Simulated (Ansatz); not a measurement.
Computed with Ansatz on PBE0-D4/def2-TZVP structures; ΔE is electronic, products minus reactants. CCSD(T)/CBS is the MP2 limit (def2-TZVPP, def2-QZVPP) plus CCSD(T) − MP2 in def2-TZVPP, frozen cores. Functionals use def2-TZVPP. B3LYP here is the variant with VWN-RPA as its local correlation; programs differ in this. Elements past krypton have def2 core potentials. For Ge, Sn outer-core shells are correlated without core-valence functions, which leaves a few kJ/mol of doubt a bond. Scalar relativity is left out up to krypton. Each species was taken in one conformer, which may not be the lowest.

`[OH][SnH2][SiH2]Cl` + `[NH2][GeH2][Cl]` → `Cl[SiH2][NH][GeH2][Cl]` + `[OH][SnH3]`  (cleavage of the Si–Sn bond)

```json
{"level": "B3LYP", "ΔE (kJ/mol)": "-43.1"}
{"level": "CCSD(T)/def2-TZVPP", "ΔE (kJ/mol)": "-54.5"}
{"level": "HF/def2-QZVPP", "ΔE (kJ/mol)": "-64.5"}
{"level": "MP2/CBS(def2)", "ΔE (kJ/mol)": "-50.9"}
```

What does CCSD(T)/CBS give? (An estimate is asked.)

The calculation gave: -48.4 kJ/mol. The listed levels differ from it by 5.3, -6.1, -16.1, -2.5 kJ/mol.

Largest T1 diagnostic among the species: 0.014.

In def2-TZVPP, CCSD(T) changes the Hartree–Fock value by +9.0 kJ/mol (the triples alone add +1.2 kJ/mol) and MP2 by +6.5 kJ/mol. The D4 term adds −3.9 kJ/mol with B3LYP and −2.1 kJ/mol with PBE0; it sums over pairs of atoms, weighted by their polarisabilities, and B3LYP, whose exchange is more repulsive, gets the larger term. From PBE to PBE0 (25 % exact exchange), in def2-TZVPP and without D4, ΔE moves by −8.0 kJ/mol.
